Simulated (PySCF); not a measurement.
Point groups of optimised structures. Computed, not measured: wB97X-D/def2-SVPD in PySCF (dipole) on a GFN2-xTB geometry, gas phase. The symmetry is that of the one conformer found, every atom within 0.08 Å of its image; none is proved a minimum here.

Question: What symmetry has `[O:1]=[CH:2][c:3]1[cH:4][cH:5][n:6][cH:7][cH:8]1` with O1–C2–C3–C4 180° (4-pyridinecarboxaldehyde)?

Answer: Cs; asymmetric top; symmetry number 1; 2 operations, which sort the 13 atoms into 13 sets; dipole 1.84 D, in the ab plane, which is the mirror; heavy atoms equivalent by symmetry: none.

Question: What symmetry has `[N:1]#[C:2][CH2:3][C@H:4]1[CH:5]=[CH:6][C:7]1=[O:8]` with C2–C3–C4–C5 74°?

Answer: C1; asymmetric top; symmetry number 1; this conformer is chiral (no improper operation); dipole 2.45 D; A, B, C = 5242, 1290, 1081 MHz.

Question: `[CH3:1][S:2][SiH2:3][SiH2:4][CH2:5][F:6]` with C1–S2–Si3–Si4 -178°, S2–Si3–Si4–C5 -167°, Si3–Si4–C5–F6 -44°: symmetry, top, dipole?

Answer: C1; near-prolate asymmetric top; symmetry number 1; this conformer is chiral (no improper operation); dipole 0.83 D; A, B, C = 4629, 725.5, 647.5 MHz.
